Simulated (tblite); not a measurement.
Compound: C₅H₇NSeSi.
Geometry (GFN2-xTB, Å), atoms numbered from 1 in this order:
```
atom  x, y, z in Å
Se1    2.8290    1.2298    0.1720
Si2    2.0615   -0.8178   -0.3863
C3     0.2440   -0.3106   -0.3061
C4    -0.8623   -1.1133   -0.5397
C5    -2.1264   -0.5553   -0.4367
C6    -2.2408    0.7853   -0.1041
C7    -1.0781    1.5113    0.1144
N8     0.1206    0.9738    0.0147
H9     4.2405    0.9035    0.1318
H10    2.4630   -1.2480   -1.7274
H11    2.3959   -1.8593    0.5872
H12   -0.7298   -2.1530   -0.7972
H13   -3.0080   -1.1550   -0.6125
H14   -3.2075    1.2560   -0.0157
H15   -1.1061    2.5606    0.3780
```

Computed values, GFN2-xTB/tblite, gas phase, harmonic and unscaled. This tight-binding method is rough: wavenumbers can miss measured ones by several per cent, in bad cases by 10 to 20. Modes of hydrogen on selenium and silicon can be 10 to 20 % off. One conformer, not necessarily the lowest.

Harmonic wavenumbers (cm⁻¹): 50.5, 91.5, 135.7, 225.6, 323.2, 348.1, 380.0, 408.6, 410.4, 468.1, 520.6, 601.0, 616.6, 639.0, 702.6, 712.6, 751.1, 786.2, 894.6, 918.7, 936.3, 1002.6, 1090.6, 1119.2, 1164.2, 1175.8, 1241.0, 1288.5, 1406.2, 1426.9, 1560.3, 1574.9, 2013.6, 2231.8, 2247.0, 3060.1, 3070.3, 3088.2, 3097.0.

A = 2896, B = 687.2, C = 559.0 MHz; mass 188.951 u (most abundant isotopes); point group Cs, symmetry number 1.

Question: What is the zero-point energy?

Answer: Half the sum of the wavenumbers: 21890 cm⁻¹ = 62.59 kcal/mol.

Question: What is S at 200 K and 1 bar for an ideal gas of classical rigid rotors and harmonic oscillators?

Answer: Translation 39.66, rotation 28.86, vibration 14.18: S = 82.7 cal/(mol K).

Question: And Cp and H(200 K) − H(0)?

Answer: Cp = 25.60 cal/(mol K), of which vibrations give 17.65 (their classical limit is 39 R = 77.5); H(200 K) − H(0) = 3.19 kcal/mol without the zero-point energy, 1.60 from vibrations.

Question: How do the functions run with temperature in this model?

Answer: 
| T (K) | S (cal/(mol K)) | Cp (cal/(mol K)) | H − H(0) (kcal/mol) | G − H(0) (kcal/mol) | ln q(vib) |
| --- | --- | --- | --- | --- | --- |
| 150 | 76.1 | 20.4 | 2.04 | -9.37 | 2.11 |
| 250 | 89.0 | 30.7 | 4.60 | -17.64 | 4.13 |
| 298.15 | 94.7 | 35.2 | 6.19 | -22.06 | 5.16 |
| 400 | 106.3 | 43.7 | 10.23 | -32.31 | 7.39 |
| 600 | 126.5 | 55.7 | 20.25 | -55.64 | 11.80 |
| 900 | 151.3 | 66.3 | 38.70 | -97.46 | 18.00 |

q(vib) and H(0) count from the zero-point level.

Question: What must be added to the electronic energy to get the Gibbs energy at 200 K and 1 bar?

Answer: ZPE + [H(200 K) − H(0)] − T·S = 62.59 + 3.19 − 16.54 = 49.24 kcal/mol.

Question: Which modes carry the vibrational entropy at 200 K?

Answer: 50.5 cm⁻¹: 4.01; 91.5 cm⁻¹: 2.85; 135.7 cm⁻¹: 2.11; 225.6 cm⁻¹: 1.23; 323.2 cm⁻¹: 0.71; 348.1 cm⁻¹: 0.61 cal/(mol K); the other 33 give 2.65 together.

Hindered rotation and anharmonicity are outside this model. Other conformers, if any are populated, would add a mixing term that is left out.
